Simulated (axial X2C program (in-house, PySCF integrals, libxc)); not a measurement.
## Worked dissociation energy of CdB: BP86, two-component

Calculated with an in-house all-electron X2C program for linear molecules (integrals from PySCF). Two-component (2c) means X2C with spin–orbit coupling and atomic mean-field two-electron Coulomb and Gaunt terms. Basis: Cd dyall-cv3z [12s12p8d5f3g], B dyall-v3z [7s6p2d1f] (cores contracted in-house); Gaussian nuclei, density fitting, unrestricted open shells. Masses: Cd 113.903 u, B 11.009 u.

Molecular state: Ω = 1/2 (⟨Sz⟩ = -0.50, ⟨Lz⟩ = 1.00 at BP86).

- E(Cd) (2M_J = 0): -5592.370150 hartree
- E(B) (2M_J = 1): -24.658278 hartree
- E(CdB) at Re: -5617.045764 hartree
- ωe: 306.2 cm⁻¹
- ωexe: 4.24 cm⁻¹

(1) Work out De and D0.

One determinant describes the state; a PBE0 search over occupations chose it and may have missed a lower one. Dissociation energies refer to the lowest single-determinant-based atoms at the same level and basis. Density functionals use the spin component along the axis (collinear). In 2c an atomic determinant is not the ground J level, so De misses part of the atomic spin–orbit lowering. This holds for BP86. Other states lie close and PBE0, whose exact exchange favours high spin, may order them wrongly; the determinant shown need not be the ground state. The nearest other 2c determinant of the search, Ω = 3/2, lies 0.02 eV up at the distance of the search. Without a current term, density functionals place determinants with orbital angular momentum somewhat too high. The atomic limit has a lower orbital projection than the molecule and lies lower at mean-field level, so De may be about a tenth of an eV too small.

Each atomic determinant is the lowest at this level and need not be a pure J level. Totals compare only within one Hamiltonian and basis.

Answers

(1) De = -5592.370150 + (-24.658278) − (-5617.045764) = 0.01734 hartree = 0.472 eV. The zero-point energy is ωe/2 − ωexe/4 = 152 cm⁻¹ = 0.019 eV, so D0 = 0.453 eV.
